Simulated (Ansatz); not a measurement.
A saddle search, step by step

CH6Ge, singlet, PBE0-D4/cc-pVDZ (Ansatz 0.2.0). Settings; a guess of the unstable mode was typed too, and convergence needs a confirmed negative curvature besides the force tolerance:

```yaml
hamiltonian: {xc: pbe0, dispersion: d4}
saddle:
  f_tol: 0.1
  max_steps: 40
```

Start:

| atom | x (Å) | y (Å) | z (Å) |
| --- | --- | --- | --- |
| Ge1 | -1.2757 | 0.7302 | 0.2709 |
| H2 | -0.2901 | -0.6728 | 0.5279 |
| C3 | 0.9196 | 0.2344 | -0.1145 |
| H4 | -1.3016 | -0.8580 | 0.9627 |
| H5 | -1.8056 | -0.0272 | -1.1917 |
| H6 | 1.3668 | 0.4951 | 0.7681 |
| H7 | 1.0365 | 0.9025 | -0.9284 |
| H8 | 1.2895 | -0.8480 | -0.3549 |

```tsv
step	energy less the last (meV)	largest force component (eV/Å)
1	444.6	4.045
2	128.2	0.968
3	23.2	0.460
4	12.0	0.282
5	1.2	0.090
6	0.0	0.006
```

Step 2, positions (Å) and forces (eV/Å):

```json
{"atom": "Ge1", "x": "-1.308", "y": "0.755", "z": "0.234", "Fx": "0.205", "Fy": "-0.416", "Fz": "-0.626"}
{"atom": "H2", "x": "-0.355", "y": "-0.674", "z": "0.454", "Fx": "0.634", "Fy": "-0.085", "Fz": "-0.042"}
{"atom": "C3", "x": "0.857", "y": "0.161", "z": "-0.055", "Fx": "-0.519", "Fy": "0.455", "Fz": "-0.810"}
{"atom": "H4", "x": "-1.128", "y": "-0.817", "z": "0.948", "Fx": "-0.968", "Fy": "-0.392", "Fz": "0.429"}
{"atom": "H5", "x": "-1.765", "y": "-0.024", "z": "-1.154", "Fx": "0.238", "Fy": "0.331", "Fz": "0.584"}
{"atom": "H6", "x": "1.365", "y": "0.537", "z": "0.831", "Fx": "0.291", "Fy": "-0.019", "Fz": "0.198"}
{"atom": "H7", "x": "1.021", "y": "0.823", "z": "-0.910", "Fx": "0.242", "Fy": "0.323", "Fz": "-0.059"}
{"atom": "H8", "x": "1.252", "y": "-0.804", "z": "-0.408", "Fx": "-0.122", "Fy": "-0.196", "Fz": "0.326"}
```

Step 3, positions (Å) and forces (eV/Å):

| atom | x | y | z | Fx | Fy | Fz |
| --- | --- | --- | --- | --- | --- | --- |
| Ge1 | -1.300 | 0.738 | 0.237 | 0.064 | -0.357 | -0.460 |
| H2 | -0.322 | -0.676 | 0.470 | 0.035 | 0.018 | 0.067 |
| C3 | 0.860 | 0.179 | -0.085 | -0.373 | 0.081 | 0.052 |
| H4 | -1.221 | -0.841 | 0.964 | 0.016 | 0.021 | -0.067 |
| H5 | -1.750 | -0.027 | -1.141 | 0.187 | 0.254 | 0.428 |
| H6 | 1.383 | 0.532 | 0.815 | 0.077 | -0.044 | -0.071 |
| H7 | 1.047 | 0.860 | -0.926 | 0.021 | 0.049 | -0.011 |
| H8 | 1.242 | -0.808 | -0.393 | -0.028 | -0.022 | 0.061 |

Step 5, positions (Å) and forces (eV/Å):

```tsv
atom	x	y	z	Fx	Fy	Fz
Ge1	-1.304	0.727	0.226	0.008	-0.059	0.087
H2	-0.294	-0.660	0.478	0.010	0.079	-0.029
C3	0.835	0.181	-0.081	0.027	-0.037	0.090
H4	-1.231	-0.849	0.951	0.010	0.073	-0.034
H5	-1.706	-0.017	-1.123	0.013	-0.021	-0.063
H6	1.391	0.527	0.802	-0.015	-0.025	-0.068
H7	1.031	0.856	-0.927	-0.065	-0.004	0.017
H8	1.218	-0.808	-0.387	0.011	-0.006	0.000
```

Last step (6):

```
atom    x (Å)    y (Å)    z (Å)
 Ge1  -1.2999   0.7246   0.2288
  H2  -0.3040  -0.6629   0.4967
  C3   0.8324   0.1824  -0.0773
  H4  -1.2316  -0.8499   0.9492
  H5  -1.6786  -0.0162  -1.1340
  H6   1.4056   0.5272   0.7940
  H7   1.0099   0.8586  -0.9256
  H8   1.2057  -0.8074  -0.3917
```

The run took about 97 s on 2 CPU threads of an Arm Neoverse V1 (shared host).
